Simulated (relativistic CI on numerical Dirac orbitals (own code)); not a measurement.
The 3d ions of charge 3+

Method of calculation: Dirac-Coulomb-Breit CI, orbitals from a KLI potential per configuration, a model potential for QED, valence Slater integrals scaled by 0.85 (own radial code, finite nucleus).

Each species is treated in one configuration, given outside its closed core, with all valence electrons in the open shell. Radial values are for the open shell of highest l, unscaled and averaged over j; ζ includes the Breit term. Labels give the leading LS character, summed over repeated terms.

```
 Ion  Configuration  Its lowest level  LS weight (%)  ζ (cm⁻¹)    g_J  g√(J(J+1))  Next level  E (cm⁻¹)
Ti3+             3d             ²D3/2            100     138.3  0.799        1.55       ²D5/2     347.8
 V3+            3d²               ³F2            100     194.9  0.666        1.63         ³F3    300.88
Cr3+            3d³             ⁴F3/2            100     264.9  0.399        0.77       ⁴F5/2    222.66
Mn3+            3d⁴                 ?              ?         ?      ?           ?           ?         ?
Fe3+            3d⁵             ⁶S5/2            100     452.6  2.001        5.92      ⁴G11/2     31214
Co3+            3d⁶               ⁵D4            100     574.2  1.500        6.71         ⁵D3     622.4
Ni3+            3d⁷             ⁴F9/2            100     717.3  1.333        6.63       ⁴F7/2    1157.2
Cu3+            3d⁸               ³F4            100     883.9  1.250        5.59         ³F3    1808.1
Zn3+            3d⁹             ²D5/2            100      1077  1.200        3.55       ²D3/2      2682
```

Task: Fill in the row of Mn3+.

Result: Its lowest level ⁵D0; LS weight (%) 100; ζ (cm⁻¹) 350.2; g√(J(J+1)) 0.00; Next level ⁵D1; E (cm⁻¹) 92.382.

With one configuration, terms of near-neutral atoms and ions can be 10 to 25 % off, and close levels can change places.

At low charge ζ of a weakly bound d or f electron comes out too small.
